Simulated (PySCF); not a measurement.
Sn(H)(Br)(NH2)2 (BrH₅N₂Sn), SMILES [NH2][SnH]([NH2])[Br].

Geometry optimised at PBE0-D3(BJ)/def2-SVP. The structure was generated by enumeration; whether it is a known compound was not checked. The def2 effective core potentials stand for the cores of Sn; spin–orbit coupling is left out. Other conformers were not sampled.

Two levels are set side by side: TDA-PBE/def2-SVPD (PySCF) and TDA-PBE0/def2-SVPD (PySCF). Vertical, same geometry. The lowest singlet is HOMO→LUMO 79 %, HOMO−1→LUMO 15 % with PBE and HOMO→LUMO 83 % with the other functional; states are paired by order. Differences are taken from unrounded values.

| quantity | TDA-PBE0 | TDA-PBE | TDA-PBE minus TDA-PBE0 |
|---|---|---|---|
| lowest singlet excitation (eV) | 5.48 | 4.69 | -0.79 |
| lowest triplet excitation (TDA) (eV) | 4.72 | 4.08 | -0.64 |
| first bright state (f over 0.05) (eV) | 5.48 | 4.89 | -0.58 |
| its oscillator strength | 0.07 | 0.10 | 0.03 |

A lower first singlet is the usual sign of a functional without exact exchange. Differences between two approximate levels are no errors against the true value.

Rough cost on one machine, each run with all the roots and properties that it gave: TDA-PBE0 against TDA-PBE about 2 times.
